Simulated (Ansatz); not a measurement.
Ca₂O₃. Total charge 0; singlet. Geometry r2SCAN-D4/def2-SVP; atoms count from 1.

```xyz
5

Ca    0.348    0.107    1.454
Ca   -0.735    0.293   -1.274
O     0.255   -1.330   -0.192
O     1.249   -0.224   -0.511
O    -1.117    1.154    0.522
```

The structure holds one bond between oxygen atoms, so isomers without such links may lie far lower. The structure comes from a short search, and lower isomers may exist.

Question: Estimate the Mulliken populations from the PBE0/def2-TZVP orbitals of Ansatz.

Answer: 
| atom | charge (e) |
| --- | --- |
| Ca1 | 1.14 |
| Ca2 | 1.14 |
| O3 | -0.63 |
| O4 | -0.63 |
| O5 | -1.03 |
Mulliken values and Mayer orders depend strongly on the basis.

Question: And the Mayer bond orders between bonded heavy atoms (over 0.3)?

Answer: Ca1–O3 0.34 (2.19 Å); Ca1–O4 0.34 (2.19 Å); Ca1–O5 0.82 (2.03 Å); Ca2–O3 0.34 (2.19 Å); Ca2–O4 0.34 (2.19 Å); Ca2–O5 0.82 (2.03 Å); O3–O4 0.79 (1.52 Å).
